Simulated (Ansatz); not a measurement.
Species: C4H9B, SMILES `BC(CC)=C` (charge 0, multiplicity 1), formula C4H9B.

Task: How many basis functions does frozen-core CCSD(T)/cc-pVTZ // M06-2X/def2-TZVP (Ansatz, a quantum-chemistry and plane-wave program) use, how many core orbitals are frozen, and how many electrons are correlated?

Result: 276 basis functions and 5 frozen orbitals, which leaves 28 correlated electrons. Core time is of the order of minutes.
